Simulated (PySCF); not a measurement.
**BiOF at several levels of theory**

Computed with PySCF 2.14.0 (density fitting, no spin-orbit coupling) at the geometry relaxed with PBE0:

```xyz
3
BiOF (singlet)
Bi   -0.0036    0.0000   -0.4401
O     1.4763    0.0000    0.7710
F    -1.5963    0.0000    0.8415
```

| level | basis | state | HOMO (eV) | gap (eV) | charge on Bi1 (e) | dipole about the centre of mass (D) | largest force component (eV/Å) |
| --- | --- | --- | --- | --- | --- | --- | --- |
| PBE0 | Bi def2-SVP with ECP60, O def2-SVP, F def2-SVP | singlet | -7.89 | 4.51 | 1.04 | 4.95 | 0.03 |
| B3LYP | the same | singlet | -7.60 | 4.03 | 1.00 | 4.81 | 0.46 |
| PBE0 | Bi def2-TZVP with ECP60, O def2-TZVP, F def2-TZVP | singlet | -8.13 | 4.51 | 1.11 | 5.18 | 1.06 |

Charges are Mulliken's, which hang on the basis. The relaxation used the grid (50, 194), these runs (75, 302) or, all-electron (x2c bases, spin-free X2C Hamiltonian), (99, 590).

Question: What does BP86 with Bi def2-SVP with ECP60, O def2-SVP, F def2-SVP give here?

Answer: state singlet, HOMO (eV) -6.44, gap (eV) 2.33, charge on Bi1 (e) 0.90, dipole about the centre of mass (D) 4.39, largest force component (eV/Å) 1.09. Time: 1.2 s on 2 threads of Arm Neoverse V1, on a shared host, from an already converged density.

In the first row's basis the gap widens with exact exchange: 2.3 eV for BP86 (none); 4.0 to 4.5 eV for B3LYP, PBE0 (a fixed share).
